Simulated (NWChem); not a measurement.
BH, singlet; SMILES [BH]

```xyz
2

B      0.0000     0.0000     0.2379
H      0.0000     0.0000    -1.0144
```
Atoms are numbered in this order, from 1.

Low-valent species are run as closed-shell singlets; no triplet was tried in these runs. The geometry was optimised at PBE0/def2-SVP.

 Unshifted, non-relativistic core excitations; the lowest 4 roots alone, so stronger bands may lie above.

Problem. List the first B K-edge excitations from PBE/6-311G** (spherical d), restricted-window TDA (NWChem).

Solution. 
```csv
state,energy (eV),dipole oscillator strength,leading excitation (squared amplitude)
S1,176.5,0.0566,1s of atom 1 or its equivalents → LUMO (1.00)
S2,176.5,0.0566,1s of atom 1 or its equivalents → LUMO+1 (1.00)
S3,181.8,0.0194,1s of atom 1 or its equivalents → LUMO+2 (0.99)
S4,185.3,0.0018,1s of atom 1 or its equivalents → LUMO+3 (1.00)
```
